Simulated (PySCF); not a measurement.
Molfile (atoms numbered from 1):
```
C7H5F3O
     RDKit          3D

 16 16  0  0  0  0  0  0  0  0999 V2000
   -2.4144   -1.6336    0.3686 O   0  0  0  0  0  0  0  0  0  0  0  0
   -1.4732   -0.6805    0.1905 C   0  0  0  0  0  0  0  0  0  0  0  0
   -1.8895    0.6443    0.0637 C   0  0  0  0  0  0  0  0  0  0  0  0
   -0.9620    1.6487   -0.1232 C   0  0  0  0  0  0  0  0  0  0  0  0
    0.3916    1.3582   -0.1838 C   0  0  0  0  0  0  0  0  0  0  0  0
    0.8018    0.0406   -0.0492 C   0  0  0  0  0  0  0  0  0  0  0  0
    2.2626   -0.2971   -0.1343 C   0  0  0  0  0  0  0  0  0  0  0  0
    3.0535    0.6888    0.3140 F   0  0  0  0  0  0  0  0  0  0  0  0
    2.5863   -1.3946    0.5698 F   0  0  0  0  0  0  0  0  0  0  0  0
    2.6538   -0.5426   -1.4019 F   0  0  0  0  0  0  0  0  0  0  0  0
   -0.1179   -0.9827    0.1311 C   0  0  0  0  0  0  0  0  0  0  0  0
   -2.0040   -2.5042    0.4457 H   0  0  0  0  0  0  0  0  0  0  0  0
   -2.9447    0.8578    0.1159 H   0  0  0  0  0  0  0  0  0  0  0  0
   -1.2925    2.6706   -0.2231 H   0  0  0  0  0  0  0  0  0  0  0  0
    1.1204    2.1399   -0.3264 H   0  0  0  0  0  0  0  0  0  0  0  0
    0.2206   -2.0046    0.2312 H   0  0  0  0  0  0  0  0  0  0  0  0
  1  2  1  0
  2  3  1  0
  3  4  2  0
  4  5  1  0
  5  6  2  0
  6  7  1  0
  7  8  1  0
  7  9  1  0
  7 10  1  0
  6 11  1  0
 11  2  2  0
  1 12  1  0
  3 13  1  0
  4 14  1  0
  5 15  1  0
 11 16  1  0
M  END
```

[PySCF 2.14: PBE0/pcSseg-1 with gauge-including orbitals; coordinates at the GFN2-xTB level; gas phase; relativity neglected; one averaged value for each set of equivalent atoms; one computed conformer]

Predict the 2D correlation tables (HSQC, COSY, HMBC).

Results:



HSQC (one-bond C–H):
```tsv
δH	δC
7.74 (H14)	136.3 (C4)
7.52 (H15)	123.1 (C5)
7.36 (H13)	123.3 (C3)
7.08 (H16)	115.7 (C11)
```

COSY cross peaks (H two or three bonds apart, from the bond graph; peaks can be absent where the dihedral angle is near 90°):
```tsv
δH	δH
7.74 (H14)	7.52 (H15)
7.74 (H14)	7.36 (H13)
```

HMBC (two and three bonds, from the bond graph):
```tsv
δH	δC
7.74 (H14)	163.7 (C2), 138.7 (C6), 123.3 (C3), 123.1 (C5)
7.52 (H15)	138.7 (C6), 136.3 (C4), 133.5 (C7), 123.3 (C3), 115.7 (C11)
7.36 (H13)	163.7 (C2), 136.3 (C4), 123.1 (C5), 115.7 (C11)
7.08 (H16)	163.7 (C2), 138.7 (C6), 133.5 (C7), 123.3 (C3), 123.1 (C5)
```

Scale: $^{1}$H and $^{13}$C vs TMS (reference shieldings calculated alike).

Exchangeable OH/NH protons stand at their gas-phase positions; hydrogen bonding in a real sample shifts them, mostly to higher δ. Shifts are as computed. Against solution values, carbons near 30 ppm lie about +3 ppm off and those near 130 ppm about +5 ppm. Of 1211 compounds with measured shifts, 218 miss one by over three times the rms of a fit or turn the order of signals round; such compounds aren't used in these exercises.
